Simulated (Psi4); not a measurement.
C$_{2}$H$_{6}$N, doublet, geometry from GFN2-xTB; R2SCAN/STO-3G (Psi4).

Input for Psi4:
```
memory 2 GB

molecule {
0 2
  C     1.23129600   -0.25669769   -0.09655273
  C    -0.05799116    0.17393746    0.49940779
  N    -1.20100732    0.14966202   -0.31016964
  H     1.64723200    0.48863493   -0.78864494
  H     1.96813276   -0.42204686    0.68733552
  H     1.10338449   -1.18365188   -0.65721155
  H    -0.05524989    0.94758192    1.24931036
  H    -2.06668125    0.26362547    0.19896649
  H    -1.22959588   -0.64521633   -0.93569883
}

set basis sto-3g
set reference uks
set scf_type pk
set puream true
set d_convergence 1e-8
set dft_radial_points 99
set dft_spherical_points 590

energy('r2scan')
print_variables()
```

It wrote (shortened):

```
   => Loading Basis Set <=

    Name: STO-3G
    Role: ORBITAL
    Keyword: BASIS

         ---------------------------------------------------------
                                   SCF
               by Justin Turney, Rob Parrish, Andy Simmonett
                          and Daniel G. A. Smith
                              UKS Reference
         ---------------------------------------------------------

  ==> Geometry <==

    Molecular point group: c1
    Full point group: C1

    Geometry (in Angstrom), charge = 0, multiplicity = 2:

       Center              X                  Y                   Z               Mass
    ------------   -----------------  -----------------  -----------------  -----------------
         C            1.262174882329    -0.269120399854    -0.102070657403    12.000000000000
         C           -0.027112277671     0.161514750146     0.493889862597    12.000000000000
         N           -1.170128437671     0.137239310146    -0.315687567403    14.003074004430
         H            1.678110882329     0.476212220146    -0.794162867403     1.007825032230
         H            1.999011642329    -0.434469569854     0.681817592597     1.007825032230
         H            1.134263372329    -1.196074589854    -0.662729477403     1.007825032230
         H           -0.024371007671     0.935159210146     1.243792432597     1.007825032230
         H           -2.035802367671     0.251202760146     0.193448562597     1.007825032230
         H           -1.198716997671    -0.657639039854    -0.941216757403     1.007825032230

  Running in c1 symmetry.

  Rotational constants: A =      1.42931  B =      0.30418  C =      0.26630 [cm^-1]
  Rotational constants: A =  42849.71878  B =   9119.10948  C =   7983.61288 [MHz]
  Nuclear repulsion =   76.513591728052020

  Charge       = 0
  Multiplicity = 2
  Electrons    = 25
  Nalpha       = 13
  Nbeta        = 12

  ==> Algorithm <==

  SCF Algorithm Type is PK.
  DIIS enabled.
  MOM disabled.
  Fractional occupation disabled.
  Guess Type is SAD.
  Energy threshold   = 1.00e-06
  Density threshold  = 1.00e-08
  Integral threshold = 1.00e-12

  ==> Primary Basis <==

  Basis Set: STO-3G
    Blend: STO-3G
    Number of shells: 15
    Number of basis functions: 21
    Number of Cartesian functions: 21
    Spherical Harmonics?: true
    Max angular momentum: 1

  ==> DFT Potential <==

   => LibXC <=

    Version 7.1.2
    S. Lehtola, C. Steigemann, M. J. T. Oliveira, and M. A. L. Marques,  SoftwareX 7, 1–5 (2018) (10.1016/j.softx.2017.11.002)

   => Composite Functional: R2SCAN <=

    r2SCAN Meta-GGA XC Functional  (0.1021/acs.jpclett.0c02405)
    J. W. Furness, A. D. Kaplan, J. Ning, J. P. Perdew, J. Sun  J. Phys. Chem. Lett.  11, 8208–8215, 2020

    Deriv               =              1
    GGA                 =           TRUE
    Meta                =           TRUE

    Exchange Hybrid     =          FALSE
    MP2 Hybrid          =          FALSE

   => Exchange Functionals <=

    1.0000   XC_MGGA_X_R2SCAN

   => Correlation Functionals <=

    1.0000   XC_MGGA_C_R2SCAN

   => LibXC Density Thresholds  <==

    XC_MGGA_C_R2SCAN:  1.00E-15
    XC_MGGA_X_R2SCAN:  1.00E-11

   => Molecular Quadrature <=

    Radial Scheme          =       TREUTLER
    Pruning Scheme         =           NONE
    Nuclear Scheme         =       TREUTLER

    Blocking Scheme        =         OCTREE
    BS radius alpha        =              1
    Pruning alpha          =              1
    Radial Points          =             99
    Spherical Points       =            590
    Total Points           =         494926
    Total Blocks           =           3557
    Max Points             =            256
    Max Functions          =             21
    Weights Tolerance      =       1.00E-15

  ==> Integral Setup <==

  Using in-core PK algorithm.
   Calculation information:
      Number of atoms:                   9
      Number of AO shells:              15
      Number of primitives:             45
      Number of atomic orbitals:        21
      Number of basis functions:        21

      Integral cutoff                 1.00e-12
      Number of threads:                 1

  Performing in-core PK
  Using 53592 doubles for integral storage.
  We computed 7137 shell quartets total.
  Whereas there are 7260 unique shell quartets.

  ==> DiskJK: Disk-Based J/K Matrices <==

    J tasked:                  Yes
    K tasked:                   No
    wK tasked:                  No
    Schwarz Cutoff:          1E-12

  Minimum eigenvalue in the overlap matrix is 2.1187200832E-01.
  Reciprocal condition number of the overlap matrix is 8.8236372090E-02.
    Using symmetric orthogonalization.

  ==> Pre-Iterations <==

  SCF Guess: Superposition of Atomic Densities via on-the-fly atomic UHF (no occupation information).

   -------------------------
    Irrep   Nso     Nmo
   -------------------------
     A         21      21
   -------------------------
    Total      21      21
   -------------------------

  ==> Iterations <==

                        Total Energy        Delta E     RMS |[F,P]|

   @UKS iter SAD:  -131.23458224129328   -1.31235e+02   0.00000e+00
   @UKS iter   1:  -132.74541357537768   -1.51083e+00   4.42068e-03 ADIIS/DIIS
   @UKS iter   2:  -132.75066190492663   -5.24833e-03   2.90940e-03 ADIIS/DIIS
   @UKS iter   3:  -132.75280527987780   -2.14337e-03   1.12662e-03 ADIIS/DIIS
   @UKS iter   4:  -132.75313645439203   -3.31175e-04   2.70824e-04 ADIIS/DIIS
   @UKS iter   5:  -132.75316458414068   -2.81297e-05   1.09331e-04 ADIIS/DIIS
   @UKS iter   6:  -132.75316904731156   -4.46317e-06   2.63804e-05 DIIS
   @UKS iter   7:  -132.75316928144082   -2.34129e-07   9.58831e-06 DIIS
   @UKS iter   8:  -132.75316931596993   -3.45291e-08   2.00401e-06 DIIS
   @UKS iter   9:  -132.75316931787887   -1.90894e-09   4.25917e-07 DIIS
   @UKS iter  10:  -132.75316931799711   -1.18234e-10   1.12601e-07 DIIS
   @UKS iter  11:  -132.75316931800262   -5.51381e-12   1.26074e-08 DIIS
   @UKS iter  12:  -132.75316931800270   -8.52651e-14   3.07243e-09 DIIS
  Energy and wave function converged.

  ==> Post-Iterations <==

   Electrons on quadrature grid:
      Nalpha   =   12.9999996212 ; deviation = -3.788e-07
      Nbeta    =   11.9999995583 ; deviation = -4.417e-07
      Ntotal   =   24.9999991795 ; deviation = -8.205e-07

   @Spin Contamination Metric:   2.887043072E-03
   @S^2 Expected:                7.500000000E-01
   @S^2 Observed:                7.528870431E-01
   @S   Expected:                5.000000000E-01
   @S   Observed:                5.000000000E-01

    Orbital Energies [Eh]
    ---------------------

    Alpha Occupied:

       1A    -13.962588     2A     -9.846918     3A     -9.818140
       4A     -0.815246     5A     -0.652908     6A     -0.515960
       7A     -0.433495     8A     -0.365706     9A     -0.339053
      10A     -0.299384    11A     -0.281009    12A     -0.204720
      13A     -0.010526

    Alpha Virtual:

      14A      0.341218    15A      0.372693    16A      0.416373
      17A      0.427188    18A      0.455271    19A      0.477863
      20A      0.543858    21A      0.576279

    Beta Occupied:

       1A    -13.959340     2A     -9.847858     3A     -9.805069
       4A     -0.803334     5A     -0.644708     6A     -0.495027
       7A     -0.428238     8A     -0.359277     9A     -0.326976
      10A     -0.294957    11A     -0.273810    12A     -0.154243

    Beta Virtual:

      13A      0.106960    14A      0.353616    15A      0.376684
      16A      0.424313    17A      0.447869    18A      0.468814
      19A      0.491807    20A      0.562050    21A      0.590460

    Final Occupation by Irrep:
              A
    DOCC [    12 ]
    SOCC [     1 ]
    NA   [    13 ]
    NB   [    12 ]

  @UKS Final Energy:  -132.75316931800270

   => Energetics <=

    Nuclear Repulsion Energy =             76.5135917280520204
    One-Electron Energy =                -330.5123786734229157
    Two-Electron Energy =                 141.2444016986185602
    DFT Exchange-Correlation Energy =     -19.9987840712503555
    Empirical Dispersion Energy =           0.0000000000000000
    VV10 Nonlocal Energy =                  0.0000000000000000
    Total Energy =                       -132.7531693180027048

  UHF NO Occupations:
  HONO-2 :   11  A 1.9997396
  HONO-1 :   12  A 1.9992013
  HONO-0 :   13  A 1.0000000
  LUNO+0 :   14  A 0.0007987
  LUNO+1 :   15  A 0.0002604
  LUNO+2 :   16  A 0.0002489
  LUNO+3 :   17  A 0.0000835

Computation Completed

Properties will be evaluated at   0.000000,   0.000000,   0.000000 [a0]

Properties computed using the SCF density matrix

 Multipole Moments:

 ------------------------------------------------------------------------------------
     Multipole            Electronic (a.u.)      Nuclear  (a.u.)        Total (a.u.)
 ------------------------------------------------------------------------------------

 L = 1.  Multiply by 2.5417464519 to convert [e a0] to [Debye]
 Dipole X            :         -1.7846107            1.4588158           -0.3257948
 Dipole Y            :          0.2728779           -0.5868880           -0.3140100
 Dipole Z            :          0.2597982           -0.2606844           -0.0008862
 Magnitude           :                                                    0.4524880

 ------------------------------------------------------------------------------------

  Variable Map:
  ----------------------------------------------------------------------------
  "CURRENT ENERGY"              =>    -132.753169318003
  "CURRENT REFERENCE ENERGY"    =>    -132.753169318003
  "DD SOLVATION ENERGY"         =>       0.000000000000
  "DFT FUNCTIONAL TOTAL ENERGY" =>    -132.753169318003
  "DFT TOTAL ENERGY"            =>    -132.753169318003
  "DFT VV10 ENERGY"             =>       0.000000000000
  "DFT XC ENERGY"               =>     -19.998784071250
  "GRID ELECTRONS ALPHA"        =>      12.999999621204
  "GRID ELECTRONS BETA"         =>      11.999999558265
  "GRID ELECTRONS TOTAL"        =>      24.999999179469
  "NUCLEAR REPULSION ENERGY"    =>      76.513591728052
  "ONE-ELECTRON ENERGY"         =>    -330.512378673423
  "PCM POLARIZATION ENERGY"     =>       0.000000000000
  "PE ENERGY"                   =>       0.000000000000
  "SCF ITERATION ENERGY"        =>    -132.753169318003
  "SCF ITERATIONS"              =>      12.000000000000
  "SCF TOTAL ENERGY"            =>    -132.753169318003
  "TWO-ELECTRON ENERGY"         =>     141.244401698619
  "XC GRID RADIAL POINTS"       =>      99.000000000000
  "XC GRID SPHERICAL POINTS"    =>     590.000000000000
  "XC GRID TOTAL POINTS"        =>  494926.000000000000

  Array Variable Map:
  ----------------------------------------------------------------------------
  "CURRENT DIPOLE"              =>      -0.325794842719 ... -0.000886225272 1 by 3
  "SCF DIPOLE"                  =>      -0.325794842719 ... -0.000886225272 1 by 3
  "SCF TOTAL ENERGIES"          =>    -131.234582241293 ... -132.753169318003 1 by 13
```
